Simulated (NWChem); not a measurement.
System: C$_{3}$H$_{5}$NO$_{2}$; SMILES CO/C=N/C=O

```xyz
11

C     -0.5033    -2.3126     0.1922
O      0.6958    -1.5569    -0.0668
C      0.5637    -0.2427    -0.1661
N     -0.5628     0.3653    -0.0954
C     -0.5082     1.7676    -0.1323
O      0.4172     2.4612     0.2410
H     -0.1849    -3.3543     0.2274
H     -1.2303    -2.1508    -0.6073
H     -0.9444    -2.0072     1.1443
H      1.5275     0.2428    -0.3347
H     -1.4457     2.2044    -0.5188
```
Atoms are numbered in this order, from 1.

Program: NWChem. Structure relaxed at the B3LYP/6-31G* (spherical d) level. Total energies compare along this basis series because the functional is fixed.

```csv
level,basis functions,energy (Ha),highest occupied level (eV),orbital gap (eV),dipole (D),relative time
PBE0/def2-SVP,109,-321.9031,-7.53,6.26,3.17,1
PBE0/def2-SVPD,166,-321.9258,-7.80,6.21,3.36,4
PBE0/def2-TZVP,216,-322.2698,-7.67,6.23,3.31,4
PBE0/def2-TZVPP,256,-322.2716,-7.68,6.23,3.30,8
```

Relative times are rough (shared machine, one core).
